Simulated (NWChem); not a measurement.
Species: C$_{2}$H$_{6}$FNSi; SMILES C/N=C\[SiH2]F

```xyz
11

C      0.5914     2.2783     0.0888
N     -0.7326     1.6893     0.1583
C     -0.8570     0.4224     0.0821
Si     0.4631    -0.9354    -0.1200
F     -0.3779    -2.3178    -0.1447
H      0.7662     2.8621     1.0002
H      1.4214     1.5594    -0.0291
H      0.6210     2.9818    -0.7516
H     -1.8878     0.0445     0.1418
H      1.4141    -0.9786     1.0212
H      1.2137    -0.8135    -1.3970
```
Atoms are numbered in this order, from 1.

The geometry was optimised at B3LYP/6-31G* (spherical d). B3LYP is NWChem's, with the RPA form of VWN correlation.

### Question
Give the principal values of the shielding tensors (ppm) of C1, N2, C3, Si4, F5 from B3LYP/6-31G* (spherical d), GIAO (NWChem), with their diamagnetic and paramagnetic parts as GIAO splits them.

### Answer
```json
[
 {"atom": "C1", "σ11": "119.6", "σ22": "124.6", "σ33": "175.8", "isotropic": "140.0", "diamagnetic": "250.0", "paramagnetic": "-110.0"},
 {"atom": "N2", "σ11": "-616.6", "σ22": "-137.0", "σ33": "258.4", "isotropic": "-165.1", "diamagnetic": "321.6", "paramagnetic": "-486.7"},
 {"atom": "C3", "σ11": "-70.3", "σ22": "28.3", "σ33": "115.4", "isotropic": "24.5", "diamagnetic": "255.3", "paramagnetic": "-230.8"},
 {"atom": "Si4", "σ11": "344.6", "σ22": "376.8", "σ33": "514.1", "isotropic": "411.8", "diamagnetic": "880.4", "paramagnetic": "-468.6"},
 {"atom": "F5", "σ11": "395.7", "σ22": "412.0", "σ33": "415.0", "isotropic": "407.6", "diamagnetic": "470.8", "paramagnetic": "-63.2"}
]
```
